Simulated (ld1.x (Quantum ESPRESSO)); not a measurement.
# Which change was made? (Bi, TM)

```
Element                 : Bi (Z = 83)
Generator               : ld1.x (Quantum ESPRESSO) 7.5
Type                    : norm-conserving Troullier–Martins (Kleinman–Bylander form)
Functional              : LDA (PZ)
Relativity              : fully relativistic
Frozen core             : [Xe] 4f14
Valence charge          : 15
Reference configuration : 5d10 6s2 6p1 (charge +2)
Partial waves           : 6s (bound): rc 1.70 bohr; 6p (bound): rc 2.05 bohr; 5d (bound): rc 1.50 bohr
Local potential         : all-electron potential smoothed inside 1.45 bohr (lloc = -2)
Core correction         : none
```

Open shells are filled in proportion to 2j + 1 (rel_dist='average').

Cutoffs, loose and tight: the cutoffs (Ry, on a coarse ladder) from which the occupation-weighted sum of valence levels, in a spherical-Bessel basis at the reference potential, stays within 10 and 1 mRy of its value at 400 Ry. They do not see the model core or the augmentation charge, which bear on the density cutoff. Test errors are all-electron minus pseudo excitation energies from the reference, over the configurations 5d10 6s2 6p3; 5d10 6s2 6p2; 5d10 6s2 6p0; 5d10 6s1 6p4; 5d9 6s2 6p4; 5d9 6s2 6p3; 5d10 6s2 6p3.3; variants that change the core or the reference have their own tests.

The base gives: outcome: generated; cutoff, loose: 60 Ry; cutoff, tight: 100 Ry; bound ghosts: s; largest test error (meV): -214.

(1) After one change the result is: outcome: generated; cutoff, loose: 180 Ry; cutoff, tight: over 300 Ry; bound ghosts: p3/2, s, p1/2; largest test error (meV): +43. Which change was it?
A. local potential all-electron potential smoothed inside 1.70 bohr (lloc = -2)
B. all radii scaled by about 0.73 (s 1.24, p 1.50, d 1.10 bohr); local potential all-electron potential smoothed inside 1.06 bohr (lloc = -2)
C. wave 5d (bound): rc 1.50 bohr becomes 5d (bound): rc 1.00 bohr

## Answers

(1) B. The others give: wave 5d (bound): rc 1.50 bohr becomes 5d (bound): rc 1.00 bohr → outcome: generated; cutoff, loose: 140 Ry; cutoff, tight: 260 Ry; bound ghosts: s; largest test error (meV): -210 | local potential all-electron potential smoothed inside 1.70 bohr (lloc = -2) → outcome: generated; cutoff, loose: 60 Ry; cutoff, tight: 100 Ry; bound ghosts: none; largest test error (meV): -163.
